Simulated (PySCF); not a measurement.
Input of a run (PBE0-D3(BJ)/def2-SVP geometry optimisation, gas phase (PySCF 2.14.0)), started from a GFN2-xTB structure with every atom displaced at random (by about 0.01 Å):
```
{"job": {"xc": "PBE0", "basis": "def2-SVP", "d3": "d3bj", "grid": 1, "shake": 0.01, "kind": "geom"}, "charge": 0, "multiplicity": 1}
C      1.831700     0.263710     1.077260
Si     0.601980    -0.503280    -0.150950
O      0.109770     0.499050    -1.394880
C     -1.244910     0.445930    -1.148450
C     -1.293370    -0.344350     0.156600
F     -2.055080    -1.482790     0.096010
H      1.450790     1.228960     1.468960
H      2.023150    -0.369550     1.901890
H      2.755440     0.491480     0.599500
H      0.973830    -1.834430    -0.605550
H     -1.778180    -0.106810    -1.941110
H     -1.671820     1.456960    -1.079740
H     -1.697470     0.238230     1.010130
```

Output (energies in Eh, forces in Eh/bohr):
```
step   0  E = -582.34571816  max force = 0.038027
step   1  E = -582.35239442  max force = 0.008130
step   2  E = -582.35283383  max force = 0.003187
step   3  E = -582.35288176  max force = 0.000684
step   4  E = -582.35288900  max force = 0.000261
optimisation converged
```

Task: Summarise the run.

Result: The energy falls by 0.195 eV over 5 energy and gradient evaluations, the largest force component goes from 0.0380 to 2.6e-04 Eh/bohr, and the atoms move by 0.042 Å rms after alignment. The bond that changes most is O3–C4 (silyl ether oxygen to sp3 carbon bound to oxygen), which lengthens by 0.055 Å. Bonds longer at the end by more than 0.005 Å: 6 of 13; shorter: 4. Among the angles that change most is Si2–C5–H13, from 121.6° to 117.8°. The energy never rose by more than 1e-6 Eh on the way. The first step brought 93 % of the lowering.

Task: What are the final bond lengths?

Result: C1–Si2 1.861 Å, Si2–O3 1.698 Å, O3–C4 1.433 Å, C4–C5 1.542 Å, C5–F6 1.374 Å, Si2–C5 1.911 Å, C1–H7 1.100 Å, C1–H8 1.101 Å, C1–H9 1.102 Å, Si2–H10 1.493 Å, C4–H11 1.104 Å, C4–H12 1.103 Å, C5–H13 1.103 Å. Numbering counts from 1 in the input's order; the species is `C1O[Si@H]([C@@H]1F)C`.

The run used 123 basis functions and 33 SCF cycles in all. Hardware: one thread, Arm Neoverse V1 (aarch64), no GPU, shared host with 32 logical CPUs at a one-minute load of 46. Cost: 30 s of wall time, 0.52 GiB resident at most.

PBE0-D3(BJ)/def2-SVP frequencies: not computed here.
